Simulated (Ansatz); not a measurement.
Reactions of CH₄GeOSe, SMILES `O=[CH][GeH2][SeH]`.

Calculated with Ansatz (gas phase, PBE0-D4/def2-TZVP geometries, no zero-point term in ΔE). CCSD(T)/CBS adds triple-zeta CCSD(T) − MP2 to the extrapolated MP2 energy (def2 sets, frozen cores). This one scheme is used for every species. Double bonds are as drawn, so ΔE can hold a change between cis and trans. Functionals use def2-TZVPP. For Ge, Se outer-core shells are correlated without core-valence functions, which leaves a few kJ/mol of doubt a bond. Scalar relativity is left out up to krypton. One conformer a species, not always the lowest.

```tsv
reaction	B2PLYP (eV)	ωB97X-V (eV)
`O=[CH][GeH2][SeH]` + `N=C[SiH3]` → `O=C/N=C\[SiH3]` + `[GeH3][SeH]`	-0.32	-0.37
`O=[CH][GeH2][SeH]` + `[F][GeH2][F]` → `[F][GeH]([F])[SeH]` + `O=[CH][GeH3]`	0.03	0.02
`O=[CH][GeH2][SeH]` + `C=CN=C` → `C=C/N=C\[SeH]` + `O=[CH][GeH3]`	0.91	0.89
`O=[CH][GeH2][SeH]` + CH₄ → `[CH3][GeH2][SeH]` + `C=O`	-0.02	-0.05
`O=[CH][GeH2][SeH]` + BH₃ → `[BH2][GeH2][CH]=O` + H₂Se	0.70	0.68
`O=[CH][GeH2][SeH]` + `CC(O)F` → `CC(O)(F)[SeH]` + `O=[CH][GeH3]`	1.14	1.08
`O=[CH][GeH2][SeH]` + `O[SiH](O)F` → `O[Si](O)(F)[SeH]` + `O=[CH][GeH3]`	0.11	0.04
`O=[CH][GeH2][SeH]` + `B1CO1` → `[SeH]C1BO1` + `O=[CH][GeH3]`	1.03	1.02
```

Question: Give the CCSD(T)/CBS values in the same order. (Best estimate.)

Answer: The calculation gave: -0.28, 0.03, 0.92, -0.07, 0.67, 1.11, 0.05, 1.03 eV.

Largest T1 diagnostic: 0.017, for `O=C/N=C\[SiH3]`.
